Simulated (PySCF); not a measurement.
Species: CH11NOSi3.
Structure used (PBE0-D3(BJ)/def2-SVP), in Å, numbered top down from 1:
```
atom  x, y, z in Å
C1     2.0557   -0.8224    0.0031
Si2    1.1939    0.1679    1.3650
Si3   -0.6939    1.2430    0.4839
N4    -0.1791    2.1139   -0.9118
O5    -1.8574    0.0679    0.1904
Si6   -2.0688   -1.3665   -0.6042
H7     2.9388   -1.3449    0.4017
H8     1.3811   -1.5784   -0.4277
H9     2.3955   -0.1606   -0.8088
H10    0.7790   -0.7540    2.4709
H11    2.1482    1.1702    1.9388
H12   -1.3551    2.2248    1.3876
H13   -0.7843    2.7984   -1.3524
H14    0.4459    1.6937   -1.5899
H15   -1.3527   -2.4720    0.1056
H16   -1.5274   -1.2849   -1.9982
H17   -3.5236   -1.6828   -0.6639
```

The closed-shell ground state was solved at several levels (PySCF, density fitting, gas phase, non-relativistic).

```csv
level,basis functions,total energy (Eh),HOMO (eV),LUMO (eV),gap (eV),dipole (D)
B3LYP/def2-SVPD,223,-1042.9696,-7.33,-0.51,6.82,1.77
PBE0/pcSseg-1,178,-1042.6713,-7.52,-0.09,7.43,1.96
```

Q: Estimate the row for wB97X-D/pcSseg-1, a basis of 178 functions; the other rows only guide the guess.

A: Total energy -1043.1753 Eh, HOMO -9.35 eV, LUMO 1.64 eV, gap 10.99 eV, dipole 1.94 D.

Q: Over all these levels, which gives the widest orbital gap and which the narrowest?

A: wB97X-D/pcSseg-1 (range-separated hybrid) has the widest, 10.99 eV, and B3LYP/def2-SVPD (global hybrid, 20 % exact exchange) the narrowest, 6.82 eV. Functional and basis both differ between the two, so the spread mixes both effects.

Q: How far do the dipole and the HOMO energy spread over the levels?

A: The dipole runs from 1.77 to 1.96 D (mean 1.89 D) and the HOMO from -9.35 to -7.33 eV.

One conformer stands for the species.

The pairwise dispersion term of wB97X-D wasn't added to the energies; at a given geometry it leaves orbitals and properties as they are.
